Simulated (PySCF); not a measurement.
**Electron correlation in P(2+) (phosphorus, charge +2)**

[Ne] 3s1 3p1 3d1, one real determinant (an excited configuration). Computed with PySCF 2.14 in aug-cc-pVTZ-DK, with the spin-free X2C one-electron Hamiltonian (Gaussian nucleus). Frozen: [Ne]; 3 electrons correlated.

MP2 pair energies summed by pair of shells (mhartree):

```csv
pair,energy,share (%)
3p-3d,-6.63,47.5
3s-3d,-4.40,31.5
3s-3p,-2.94,21.1
```

Total MP2 correlation energy: -13.97 mhartree.

Same-spin part -13.97 and opposite-spin part 0.00 mhartree; SCS-MP2 scales them by 1/3 and 6/5 to -4.66 mhartree.

The reference is one real determinant that mixes LS terms of this configuration.
